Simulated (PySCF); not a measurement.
# Computed structure and properties of [WO3F]−

System: [WO3F]− (singlet; a saddle point, relaxed within its symmetry); start: released along the symmetry-breaking force (Cs). Method: PySCF 2.14.0, RKS PBE, W def2-SVP with ECP60, O def2-SVP, F def2-SVP; non-relativistic Hamiltonian with scalar-relativistic core potentials where named; density fitting; no spin-orbit coupling.

Input of the relaxation:

```python
mol = gto.M(atom='''
W      0.02197     0.08694    -0.00000
O      1.70819    -0.24152    -0.00000
O     -0.03867     1.85055    -0.00000
O     -1.86424    -0.27546     0.00000
F     -0.04884    -1.96458     0.00000''',
    basis={'W': 'def2-SVP', 'O': 'def2-SVP', 'F': 'def2-SVP'},
    ecp={'W': 'def2-SVP'},
    charge=-1, spin=0)
mf = dft.RKS(mol, xc='PBE')
mf.grids.atom_grid = (50, 194)
mf = mf.density_fit()  # fitting sets: W def2-universal-JKFIT, O def2-universal-JKFIT, F def2-universal-JKFIT
mf.conv_tol = 1e-08; mf.max_cycle = 55
mf.kernel(dm0)  # dm0: converged density of the start geometry
# quasi-Newton relaxation in Cartesian coordinates to a largest gradient under 0.00045 Eh/bohr
```

Run from Python with OMP_NUM_THREADS=2; the lines above give its settings. Where DIIS fails, smearing, a level shift and second-order steps follow.
It took 92 s on 2 threads of Arm Neoverse V2, on a shared host, from the converged density of the start.

Course of the relaxation:

```json
{"step": "0", "energy above end (eV)": "0.1318", "largest force component within the symmetry (eV/Å)": "3.719"}
{"step": "1", "energy above end (eV)": "0.0095", "largest force component within the symmetry (eV/Å)": "0.657"}
{"step": "2", "energy above end (eV)": "0.0004", "largest force component within the symmetry (eV/Å)": "0.060"}
{"step": "3", "energy above end (eV)": "0.0001", "largest force component within the symmetry (eV/Å)": "0.050"}
{"step": "4", "energy above end (eV)": "0.0000", "largest force component within the symmetry (eV/Å)": "0.031"}
{"step": "5", "energy above end (eV)": "0.0000", "largest force component within the symmetry (eV/Å)": "0.008"}
```

Relaxed geometry (Cs):

```xyz
5

W    -0.0030    0.0899    0.0000
O     1.7540   -0.2464    0.0000
O    -0.0668    1.8516    0.0000
O    -1.8230   -0.2747    0.0000
F    -0.0827   -1.9645    0.0000
```

```json
{"contact": "W1–O2 (O)", "Å": "1.789"}
{"contact": "W1–O3 (O)", "Å": "1.763"}
{"contact": "W1–O4 (O)", "Å": "1.856"}
{"contact": "W1–F5 (F)", "Å": "2.056"}
```

On the finer grid (75, 302):

- HOMO: -0.95 eV
- LUMO: -0.89 eV
- Dipole about the centre of mass: 1.10 D
- Set of Mulliken populations of W1 outside the core potential: s 2.46, p 6.58, d 4.08, f 0.20
- D3(BJ) dispersion energy (not in the energies): -0.092 eV

| atom | Mulliken (e) | Löwdin (e) | spin (e) |
| --- | --- | --- | --- |
| W1 | 0.68 | -0.07 | 0.00 |
| O2 | -0.43 | -0.23 | 0.00 |
| O3 | -0.39 | -0.18 | 0.00 |
| O4 | -0.45 | -0.26 | 0.00 |
| F5 | -0.40 | -0.26 | 0.00 |

Another spin state tried lies lower. The gap is small, and the closed shell wasn't tested for a lower spin-broken solution.

On the grid (50, 194), as all that follows. Harmonic modes: 2 unstable, so a saddle point once the symmetry is let go (counted below −25 cm⁻¹); lowest -340 cm⁻¹ (negative: unstable), highest 890 cm⁻¹, zero-point energy 0.230 eV.

Rigid scan of O along the line from its metal, all other atoms held (where the atom bridges, its other bond changes as well):

(distance to O2 (Å), energy (eV)): (1.49, 2.953), (1.59, 1.091), (1.69, 0.227), (1.79, 0.000), (1.89, 0.152), (1.99, 0.419), (2.09, 0.777), (2.24, 1.405)

Taking off one F (charge -1, singlet; the rest: singlet) in vacuum, both parts rigid, costs 5.63 eV; the small basis without counterpoise inflates it.

Rigid scan of F along the line from its metal, all other atoms held (where the atom bridges, its other bond changes as well):

distance to F5 (Å), energy (eV) and a bar:
```
     1.76      1.115 ####################
     1.86      0.409 #######
     1.96      0.085 #
     2.06      0.000 
     2.16      0.060 #
     2.26      0.202 ####
     2.46      0.586 ##########
     2.76      1.152 ####################
     3.16      1.699 ##############################
```

One start shape was tried, so this needn't be the lowest isomer.
